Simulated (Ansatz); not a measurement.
```yaml
crystal:
  periodic: [false, false, false]
  atoms:
    - {symbol: F, position_ang: [-1.519143, 1.460403, 0.516909]}
    - {symbol: Si, position_ang: [0.067555, 1.368595, 0.339530]}
    - {symbol: S, position_ang: [0.802170, -0.434327, 1.171196]}
    - {symbol: Al, position_ang: [0.064160, -1.821115, -0.354115]}
    - {symbol: H, position_ang: [0.344257, 1.462489, -1.110879]}
    - {symbol: H, position_ang: [0.672265, 2.487472, 1.094350]}
    - {symbol: H, position_ang: [-0.654767, -1.226283, -1.628059]}
    - {symbol: H, position_ang: [0.315603, -3.354435, -0.084732]}
basis:
  gaussian: {orbitals: cc-pVTZ-DK}
hamiltonian: {xc: {name: HF}}
correlation: {method: mp2, frozen_orbitals: {F: 0}}
scf: {lower_state_search: light}
output: {forces: true}
```

```sh
$ ansatz run in.yaml --threads 2 --pin off --events-out ev --progress --plain --max-ram 4352MiB
```

**Question.** How does Ansatz answer? (Best estimate.)

**Answer.** The calculation gave: The input was rejected before any iteration.
```
Functional definition: HF
Error: "frozen_orbitals" has no count for Si
```
